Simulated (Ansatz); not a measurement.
Species: ZrO2, charge 0, multiplicity 1. SMILES: [O]=[Zr]=[O]
Geometry from a B3LYP-D3(BJ)/def2-TZVP (Ansatz, a first-principles code) optimisation:
```xyz
3

Zr    -0.1854     0.1286    -0.1941
O      1.5626    -0.0948    -0.4148
O     -0.6354    -0.5480     1.3852
```
Charge 0, spin multiplicity 1.

Wanted: vertical triplet-singlet gap, E(triplet) - E(singlet), in eV. Conventions: UHF or UKS for open shells; spin-orbit terms left out; each state is the SCF solution reached for its charge and spin; def2 sets with scalar-relativistic core potentials past Kr; dispersion terms only where a functional's name holds one; STO-3G and 3-21G all-electron and non-relativistic. First-principles rows: single points at B3LYP-D3(BJ) geometries (Ansatz). Levels can end on unlike triplets.

```json
[
 {"species": "charge 0, triplet", "coefficient": "+1", "E at B3LYP/STO-3G (Ansatz), Eh": "-3653.22885", "E at PBE0/def2-TZVPD (Ansatz), Eh": "-197.36633"},
 {"species": "charge 0, singlet", "coefficient": "-1", "E at B3LYP/STO-3G (Ansatz), Eh": "-3653.27014", "E at PBE0/def2-TZVPD (Ansatz), Eh": "-197.44031"}
]
```

 1 Eh = 27.2114 eV.

Compute it at each level from the table.


- B3LYP/STO-3G: the sum of coefficient times E is 0.04129 Eh, or 1.124 eV. Result: 1.12 eV.
- PBE0/def2-TZVPD: the sum of coefficient times E is 0.07398 Eh, or 2.013 eV. Result: 2.01 eV.
